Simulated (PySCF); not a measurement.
Compound: C₄H₁₂O₂Si.
Geometry (GFN2-xTB, Å), atoms numbered from 1 in this order:
```xyz
19
C4H12O2Si angstrom
C      2.0930   -0.8622   -0.5791
O      0.8940   -0.6035   -1.2838
C     -0.0986    0.0823   -0.5676
C      0.2696    1.4521   -0.0299
Si    -1.0343    1.8843    1.2865
O     -0.5455   -0.6492    0.5491
C     -1.2144   -1.8498    0.2401
H      1.8860   -1.1481    0.4557
H      2.5761   -1.6888   -1.0983
H      2.7587    0.0071   -0.5918
H     -0.9174    0.1725   -1.3018
H      0.3177    2.1673   -0.8480
H      1.2550    1.4120    0.4296
H     -2.3720    1.5809    0.7766
H     -0.9378    3.3341    1.5086
H     -0.7691    1.1978    2.5459
H     -2.1191   -1.6493   -0.3453
H     -0.5679   -2.5247   -0.3284
H     -1.4837   -2.3057    1.1907
```

A PySCF run (density fitting, gas phase, GFN2-xTB geometry) gave HOMO -7.65 eV, LUMO 1.12 eV, dipole 1.13 D.

Problem. Which of these levels was it?
A. PBE0/pcSseg-1
B. B97-D/pcSseg-1
C. PBE0/def2-SVPD

Solution. A. It is PBE0/pcSseg-1. All candidates on this geometry:

```csv
level and settings,kind,basis functions,SCF cycles,E (Eh),HOMO (eV),LUMO (eV),dipole (D)
"B97-D/pcSseg-1, start guess vsap",GGA,186,16,-599.2922,-6.10,0.47,1.17
PBE0/def2-SVPD,global hybrid,246,13,-598.7820,-7.74,0.54,1.02
PBE0/pcSseg-1,global hybrid,186,13,-599.0341,-7.65,1.12,1.13
```

The nearest other candidate, by the summed differences of HOMO and LUMO, is PBE0/def2-SVPD: its HOMO differs by -0.09 eV and its LUMO by -0.58 eV. B97-D ran without the empirical dispersion term, which would shift the total energy alone. Cycle counts include a coarse-grid stage where the run had one.
